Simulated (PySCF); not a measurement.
## Stretching CaH

Set-up: basis Ca def2-SVP, H def2-SVP; no relativity; PySCF 2.14. Energies in eV from Ca + H in their ground configurations at the same level. All curves are PBE0. state 1: ²Σ⁺ (doublet), unpaired electrons σ ↑; state 2: quartet, unpaired electrons σ ↑↑, π ↑, a second solution, started from another occupation.

```
R (Å)  state 1  state 2
1.710   -1.500   3.0177
1.789   -1.671   2.7812
1.869   -1.771   2.5988
1.928   -1.809   2.4904
1.988   -1.821   2.4020
2.048   -1.810   2.3301
2.127   -1.769   2.2549
2.227   -1.685   2.1867
2.346   -1.549   2.1318
2.505   -1.334   2.0880
```

**Question.** Put a parabola through the three lowest points of the state 1 curve and estimate Re, k and ωe (reduced mass 0.983 u; 1 eV/Å² = 0.16022 mdyn/Å; ωe = 1302.8·√(k/μ) cm⁻¹).

**Answer.** Through R = 1.928, 1.988, 2.048 Å the second-order coefficient is 3.19 eV/Å², so Re ≈ 1.989 Å, k ≈ 1.02 mdyn/Å and ωe ≈ 1329 cm⁻¹. A polynomial fit of higher order to the unrounded PBE0 energies gives Re = 1.988 Å, k = 0.976 mdyn/Å, ωe = 1298 cm⁻¹; anharmonicity and rounding make the difference.

The higher-order fit for each curve: state 1: Re = 1.988 Å, ωe = 1298 cm⁻¹, De = 1.82 eV. State 2 gave no clean fit.

The state is the lowest determinant that a PBE0 search found; another state may lie lower at other levels.
